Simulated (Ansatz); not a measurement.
Computed with Ansatz on PBE0-D4/def2-TZVP structures; ΔE is electronic, products minus reactants. CBS: MP2 limit from def2 TZ/QZ plus the TZ coupled-cluster correction, frozen cores. DFT in def2-TZVPP. B3LYP here is the variant with VWN-RPA as its local correlation; programs differ in this. One conformer a species, not always the lowest.

Reaction (substitution at a C–N bond): `C=C([SiH3])NC` + `CC(N)O` → `CNC(C)O` + `C=C(N)[SiH3]`

(1) Is it downhill or uphill in electronic energy at CCSD(T)/CBS, and by how much? (An estimate is asked.)

(2) What do these levels give: PBE0-D4, ωB97X-V, B2PLYP, B3LYP, HF/def2-TZVPP, CCSD(T)/def2-TZVPP? (Estimate.)

Largest T1 diagnostic among the species: 0.012.

Results:

(1) The calculation gave: Nearly level: ΔE = +2.3 kJ/mol.

(2) Ansatz gave: PBE0-D4 3.6, ωB97X-V 2.4, B2PLYP 2.8, B3LYP 2.6, HF/def2-TZVPP -0.5, CCSD(T)/def2-TZVPP 1.7 kJ/mol.
